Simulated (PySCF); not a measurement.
PySCF input (M06-2X/6-31G* with LANL2DZ past Ar (5d)):

```python
from pyscf import gto, dft

mol = gto.M(
    atom='''
    C     2.69632600    0.26520300   -0.05900100
    C     1.36091900    0.01069500   -0.07398100
    O     0.73475700   -1.07213000   -0.42679000
    O     0.44736900    0.96162800    0.31953600
    Ge   -1.09693300   -0.03594900    0.04982200
    H     3.39216700   -0.49866400   -0.37293400
    H     3.06621800    1.22645800    0.26483100
    H    -1.48024800   -1.17765700    1.03339200
    H    -1.61878800   -0.30813700   -1.38941900
    H    -2.05796200    1.13700900    0.52573700
    ''',
    basis={'default': '6-31g*', 'Ge': 'lanl2dz'},
    ecp={'Ge': 'lanl2dz'},
    charge=-1,
    spin=0,
    verbose=4,
)

mf = dft.RKS(mol, xc='m062x')
mf.grids.level = 4
mf.conv_tol = 1e-9
mf.max_cycle = 100
mf.max_memory = 1500
mf.kernel()
if not mf.converged:
    mf = mf.newton()
    mf.kernel(mf.make_rdm1())
mf.dip_moment()
```

From the output:

```
direct_scf = True
direct_scf_tol = 1e-13
XC library pyscf.dft.libxc version 7.1.2
    S. Lehtola, C. Steigemann, M. J. T. Oliveira, and M. A. L. Marques,  SoftwareX 7, 1–5 (2018)
XC functionals = m062x
    Y. Zhao and D. G. Truhlar,  Theor. Chem. Acc. 120, 215 (2008)
    Y. Zhao and D. G. Truhlar,  Theor. Chem. Acc. 120, 215 (2008)
radial grids:
    Treutler-Ahlrichs [JCP 102, 346 (1995); DOI:10.1063/1.469408] (M4) radial grids

becke partition: Becke, JCP 88, 2547 (1988); DOI:10.1063/1.454033
pruning grids: <function nwchem_prune>
grids dens level: 4
symmetrized grids: False
atomic radii adjust function: <function treutler_atomic_radii_adjust>
small_rho_cutoff = 0
Set gradient conv threshold to 3.16228e-05
Initial guess from minao.
tot grids = 222464
init E= -221.431165437903
  HOMO = -0.233837642562645  LUMO = 0.0356731006603894  gap/eV = 7.33376
cycle= 1 E= -233.060769261815  delta_E= -11.6  |g|= 1.05  |ddm|=  3.5
  HOMO = 0.0400723126897411  LUMO = 0.202281453683163  gap/eV = 4.41394
cycle= 2 E= -233.053143252616  delta_E= 0.00763  |g|= 1.18  |ddm|= 1.95
  HOMO = -0.0414254647543899  LUMO = 0.210745914833133  gap/eV = 6.86193
cycle= 3 E= -233.321308487253  delta_E= -0.268  |g|= 0.124  |ddm|= 1.01
  HOMO = -0.0505831466486804  LUMO = 0.227148068962475  gap/eV = 7.55745
cycle= 4 E= -233.324322720991  delta_E= -0.00301  |g|= 0.0506  |ddm|= 0.148
  HOMO = -0.0452969499262714  LUMO = 0.227093078025121  gap/eV = 7.41211
cycle= 5 E= -233.324895650669  delta_E= -0.000573  |g|= 0.0152  |ddm|= 0.0522
  HOMO = -0.0457375569858129  LUMO = 0.226287510788516  gap/eV = 7.40218
cycle= 6 E= -233.324941712526  delta_E= -4.61e-05  |g|= 0.00524  |ddm|= 0.0149
  HOMO = -0.04654956718581  LUMO = 0.226366667565038  gap/eV = 7.42643
cycle= 7 E= -233.32494681475  delta_E= -5.1e-06  |g|= 0.0017  |ddm|= 0.00492
  HOMO = -0.0465568818083675  LUMO = 0.226393463424795  gap/eV = 7.42736
cycle= 8 E= -233.324947453063  delta_E= -6.38e-07  |g|= 0.000462  |ddm|= 0.00203
  HOMO = -0.0464964375661125  LUMO = 0.226416807328263  gap/eV = 7.42635
cycle= 9 E= -233.324947504625  delta_E= -5.16e-08  |g|= 9.25e-05  |ddm|= 0.000496
  HOMO = -0.0465091121173913  LUMO = 0.226410684504458  gap/eV = 7.42653
cycle= 10 E= -233.324947507818  delta_E= -3.19e-09  |g|= 1.34e-05  |ddm|= 0.000184
  HOMO = -0.0465082787852396  LUMO = 0.226411368746721  gap/eV = 7.42652
cycle= 11 E= -233.324947507903  delta_E= -8.48e-11  |g|= 5.34e-06  |ddm|= 3.49e-05
  HOMO = -0.0465092257865578  LUMO = 0.226411733628687  gap/eV = 7.42656
Extra cycle  E= -233.32494750791  delta_E= -6.31e-12  |g|= 5.21e-06  |ddm|= 1.05e-05
converged SCF energy = -233.32494750791

WARN: System has nonzero charge -1; the dipole moment is origin-dependent.
Location of origin: [0. 0. 0.]

Dipole moment(X, Y, Z, Debye): -3.35893,  0.02033,  0.19942
```

The dipole moment of an ion depends on the origin.

The geometry given is a B3LYP-D3(BJ)/def2-TZVP minimum.
